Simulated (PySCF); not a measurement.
C3H5AlF2, SMILES C=C[CH2][Al]([F])[F], singlet (CAM-B3LYP/def2-SVP optimised geometry):

```
11

Al     0.695     0.426     0.000
C     -0.318    -1.225     0.025
C     -1.780    -1.030    -0.230
C     -2.428    -1.363    -1.345
H     -0.146    -1.689     1.013
H      0.133    -1.908    -0.715
H     -2.348    -0.546     0.575
H     -1.917    -1.849    -2.183
H     -3.496    -1.165    -1.461
F      2.348     0.426     0.000
F     -0.034     1.908     0.000
```

Method: CAM-B3LYP/def2-TZVP (PySCF 2.14.0).

Problem. What are the frontier orbital energies and the dipole moment?

Solution. HOMO-2 -11.63 eV, HOMO-1 -11.34 eV, HOMO -8.58 eV, LUMO 0.12 eV, LUMO+1 0.52 eV; dipole moment 2.01 D.

On the same geometry PBE/def2-TZVP (PySCF) gives HOMO-2 -8.70 eV, HOMO-1 -8.46 eV, HOMO -6.17 eV, LUMO -1.59 eV, LUMO+1 -1.13 eV; dipole moment 1.96 D.

Meta-Löwdin charges at CAM-B3LYP/def2-TZVP: Al1 1.32, C2 -0.51, C3 -0.08, C4 -0.28, H5 0.14, H6 0.13, H7 0.11, H8 0.11, H9 0.12, F10 -0.53, F11 -0.53.
